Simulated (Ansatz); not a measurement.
SiHMe3 (C3H10Si), relaxed as a singlet with RKS PBE-D4/def2-SVP in Ansatz, starting from the GFN2-xTB geometry. Force threshold 0.02 eV/Å.

Start:

```xyz
14

Si    0.507   -0.097    0.074
H     1.943   -0.370    0.284
C    -0.529   -1.352    1.062
H    -0.280   -2.372    0.789
H    -1.593   -1.217    0.885
H    -0.361   -1.249    2.130
C     0.097   -0.253   -1.778
H     0.662    0.462   -2.369
H    -0.958   -0.075   -1.970
H     0.334   -1.245   -2.153
C     0.106    1.667    0.668
H     0.655    2.410    0.098
H     0.368    1.799    1.714
H    -0.952    1.892    0.566
```

```tsv
step	energy (eV)	largest force component (eV/Å)	SCF passes
1	-11138.9091	0.983	17
2	-11139.0005	0.285	19
3	-11139.0083	0.064	19
4	-11139.0086	0.012	12
```

Force components are those of the run's own axes.

End:

```xyz
14

Si    0.4826   -0.0900    0.0709
H     1.9538   -0.3646    0.2871
C    -0.5229   -1.3513    1.0642
H    -0.2914   -2.3890    0.7470
H    -1.6114   -1.1867    0.9215
H    -0.3066   -1.2722    2.1496
C     0.0992   -0.2555   -1.7768
H     0.6907    0.4670   -2.3760
H    -0.9758   -0.0616   -1.9744
H     0.3342   -1.2750   -2.1461
C     0.0992    1.6674    0.6649
H     0.6862    2.4198    0.0989
H     0.3395    1.7890    1.7411
H    -0.9771    1.9028    0.5280
```

By distances, no bond broke or formed. The bond that changes most is Si1–H2, from 1.48 to 1.51 Å (atoms count from 1).

No frequencies were taken in this run, so the end may be a saddle point.

It took 3.3 s on 4 threads of Arm Neoverse V2 on a shared host.
